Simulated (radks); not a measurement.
Tb XII, configuration [Kr] 4d10 4f6 5s2. All-electron calculation, scalar-relativistic Kohn-Sham, LB94 model potential, spin-polarised, spherical densities, finite nucleus; open shells are filled with parallel spins first (spin-orbit coupling, left out, can overturn this in heavy ions); Fermi nuclear charge, rms radius 5.06 fm. Program: a radial shooting solver on a logarithmic mesh with Libxc functionals.

Radial electron density D(r) = 4 pi r^2 rho(r):

```
   r/bohr * D(r) (the largest magnitude, 114, reaches the edge; | marks zero)
 0.001717 |    *
 0.002254 |       *
 0.002935 |          *
 0.003852 |               *
 0.005016 |                    *
 0.006584 |                           *
 0.008573 |                                  *
  0.01125 |                                       *
  0.01465 |                                         *
  0.01923 |                                       *
  0.02504 |                                     *
  0.03261 |                                     *
   0.0428 |                                           *
  0.05574 |                                                    *
  0.07316 |                                                      *
  0.09526 |                                              *
    0.125 |                                         *
   0.1628 |                                               *
   0.2137 |                                             *
   0.2783 |                             *
   0.3653 |                    *
   0.4756 |                       *
   0.6243 |                    *
   0.8129 |          *
    1.059 |   *
    1.389 |*
    1.809 *
    2.375 *
    3.092 *
```

D(r) has 4 maxima, at r = 0.0148, 0.0665, 0.185, 0.507 bohr, and minima at 0.0285, 0.121, 0.365 bohr, inside which lie 1.94, 11.14, 29.52 electrons.
